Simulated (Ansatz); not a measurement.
`[SiH3]OB(O[SiH3])O[SiH3]` and `[SiH3][O][In]([O][SiH3])[O][SiH3]` differ in one element.

Ansatz, PBE0-D4/def2-TZVP geometries, multiplicity 1. Each molecule was computed in one conformer, which needn't be the lowest.

Elements past krypton have def2 core potentials.

| property | `[SiH3]OB(O[SiH3])O[SiH3]` |
| --- | --- |
| LUMO energy (B3LYP/def2-TZVPP) / eV | -0.45 |
| HOMO energy (PBE/def2-TZVPP) / eV | -7.58 |
| LUMO energy (PBE0/def2-TZVPP) / eV | -0.23 |
| zero-point energy (PBE0-D4/def2-TZVP) / kJ/mol | 250.4 |
| HOMO–LUMO gap (PBE/def2-TZVPP) / eV | 6.50 |
| HOMO energy (ωB97M-V/def2-TZVPP) / eV | -11.34 |

Question: Give the same properties after the change, and the shifts. (Estimate.)

Answer: Ansatz gave: 
```json
{"property": "LUMO energy (B3LYP/def2-TZVPP) / eV", "`[SiH3][O][In]([O][SiH3])[O][SiH3]`": "-2.85", "shift": "-2.40"}
{"property": "HOMO energy (PBE/def2-TZVPP) / eV", "`[SiH3][O][In]([O][SiH3])[O][SiH3]`": "-7.18", "shift": "0.40"}
{"property": "LUMO energy (PBE0/def2-TZVPP) / eV", "`[SiH3][O][In]([O][SiH3])[O][SiH3]`": "-2.54", "shift": "-2.31"}
{"property": "zero-point energy (PBE0-D4/def2-TZVP) / kJ/mol", "`[SiH3][O][In]([O][SiH3])[O][SiH3]`": "228.8", "shift": "-21.6"}
{"property": "HOMO–LUMO gap (PBE/def2-TZVPP) / eV", "`[SiH3][O][In]([O][SiH3])[O][SiH3]`": "3.70", "shift": "-2.80"}
{"property": "HOMO energy (ωB97M-V/def2-TZVPP) / eV", "`[SiH3][O][In]([O][SiH3])[O][SiH3]`": "-10.85", "shift": "0.49"}
```

With PBE0 the HOMO rises by 0.45 eV and the LUMO falls by 2.31 eV, so the gap narrows by about 2.76 eV. PBE moves the HOMO by 0.40 eV and ωB97M-V by 0.49 eV.

B3LYP here is the variant with VWN-RPA as its local correlation; programs differ in this.
